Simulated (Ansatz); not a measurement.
`CS[SiH](O)F` + `N[SiH3]` → `O[SiH](F)N[SiH3]` + CH₃SH  (ligand exchange at the Si–S bond)

Program: Ansatz. Geometries: PBE0-D4/def2-TZVP. ΔE: electronic, gas phase. CCSD(T)/CBS is the MP2 limit (def2-TZVPP, def2-QZVPP) plus CCSD(T) − MP2 in def2-TZVPP, frozen cores. This one scheme is used for every species. Each species was taken in one conformer, which may not be the lowest.

```
           species  CCSD(T)/CBS(def2) energy (Eh)
     `CS[SiH](O)F`                     -903.03397
         `N[SiH3]`                     -346.80422
`O[SiH](F)N[SiH3]`                     -811.61717
             CH₃SH                     -438.22835
```

Problem. Work out ΔE.

Solution. ΔE = (-811.61717) + (-438.22835) − (-903.03397) − (-346.80422) = -0.00733 Eh = -19.2 kJ/mol.

Largest T1 diagnostic among the species: 0.011.

In def2-TZVPP, CCSD(T) changes the Hartree–Fock value by +7.8 kJ/mol (the triples alone add +2.5 kJ/mol) and MP2 by +11.1 kJ/mol. From PBE to PBE0 (25 % exact exchange), in def2-TZVPP and without D4, ΔE moves by −4.7 kJ/mol.
